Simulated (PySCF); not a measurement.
Exercise with solution: oscillator strength and radiative lifetime

C4H6BF, SMILES C#CB(F)CC.

Geometry: PBE0-D3(BJ)/def2-SVP. This is a generated structure with no PubChem entry under its InChIKey; it may be hypothetical. The values are those of a single conformer.

TDA-B3LYP/def2-SVPD (PySCF) puts the first singlet state with f over 0.02 at 5.89 eV (vertical), with the transition dipole (0.378, -0.534, 0.000) in atomic units.

Find the oscillator strength, the wavelength and the radiative lifetime that this transition would have in vacuum if emission retraced absorption.


|μ|² = 0.4280 au, so |μ| = 1.66 D. ΔE = 5.89/27.211 = 0.2165 hartree. f = (2/3) ΔE |μ|² = 0.062 (the program prints 0.062).
λ = 1239.84/5.89 = 210 nm; ν = 47506 cm⁻¹.
Einstein's coefficient A = 0.6670 ν² f s⁻¹ (ν in cm⁻¹) = 9.3e7 s⁻¹, so τ = 1/A = 11 ns. This state is S2; the lower singlet has f = 0.000. The figure is the radiative limit of this one transition; relaxation, internal conversion, crossing to triplets and a medium change what is measured.
